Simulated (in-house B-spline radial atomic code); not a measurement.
Results of a calculation; reference values are marked as such.
# Weak and strong correlation along the adiabatic connection

Two-electron singlets in several external potentials (atomic units), by full CI in B-splines with partial waves to l = 8 (correlation energies up to 0.6 % small). The repulsion is scaled by λ at fixed density; W(λ) is the mean repulsion less the Hartree energy, W(0) = E_x, and the area under W from 0 to 1 is E_xc.

One system gave this curve:

| λ | W (hartree) |
| --- | --- |
| 0 | -0.70125 |
| 0.02 | -0.70308 |
| 0.05 | -0.70578 |
| 0.12 | -0.71188 |
| 0.25 | -0.72251 |
| 0.4 | -0.73375 |
| 0.6 | -0.74727 |
| 0.8 | -0.75934 |
| 1 | -0.77018 |
| 1.4 | -0.78882 |
| 2 | -0.81106 |
| 3 | -0.83803 |
| 4.5 | -0.86483 |
| 7 | -0.89175 |
| 10 | -0.91087 |

**Question.** Which system is it?
A. ω²r²/2 − Z/r, ω = 1.29, Z = 0.7
B. −Z/r, Z = 8
C. ω²r²/2 − Z/r, ω = 0.103, Z = 3
D. ω²r²/2 − Z/r, ω = 0.463, Z = 1

**Answer.** D. The exchange energy sets the size: ω²r²/2 − Z/r, ω = 0.463, Z = 1: E_x = -0.701, E_c = -0.0378; −Z/r, Z = 8: E_x = -4.78, E_c = -0.0452; ω²r²/2 − Z/r, ω = 0.103, Z = 3: E_x = -1.65, E_c = -0.0434; ω²r²/2 − Z/r, ω = 1.29, Z = 0.7: E_x = -0.977, E_c = -0.0409 hartree.
